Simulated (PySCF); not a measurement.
Shapes and spin states of H2CuO

Computed with PySCF, PBE0, basis Cu def2-TZVP, O def2-TZVP, H def2-TZVP (no relativity, density fitting).

Relaxations began from a few typed shapes and spin states; open shells are unrestricted. The search is not exhaustive: other isomers or separated fragments can lie lower, and high-lying points may rest on an excited occupation.

| spin | group | bonds | angles | imaginary modes (cm⁻¹) | ΔE (kJ/mol) | ΔE with ZPE (kJ/mol) |
| --- | --- | --- | --- | --- | --- | --- |
| doublet | C2v | Cu–H 1.629 Å (×2), Cu–O 1.762 Å, H–H 0.808 Å | Cu–H–H 75.6° (×2), H–Cu–H 28.7°, H–Cu–O 165.6° (×2) | none | 0.0 | 0.0 |
| doublet | C2v | Cu–H 1.634 Å (×2), Cu–O 1.690 Å, H–H 0.812 Å | Cu–H–H 75.6° (×2), H–Cu–H 28.8°, H–Cu–O 165.6° (×2) | none | 106.8 | 106.2 |
| quartet | C2v | Cu–H 1.565 Å (×2), Cu–O 1.753 Å | H–Cu–H 145.3°, H–Cu–O 107.4° (×2) | none | 267.3 | 252.7 |
| quartet | Cs | Cu–H 1.524 Å, Cu–H 1.745 Å, Cu–O 1.773 Å | H–Cu–H 79.3°, H–Cu–O 91.3°, H–Cu–O 170.6° | 284i | 321.4 | – |

The lowest minimum found is the doublet C2v: Cu–H 1.629 Å (×2), Cu–O 1.762 Å, H–H 0.808 Å; Cu–H–H 75.6° (×2), H–Cu–H 28.7°, H–Cu–O 165.6° (×2).

For the lowest minimum: with open d or f shells other occupations or spin states may lie lower.
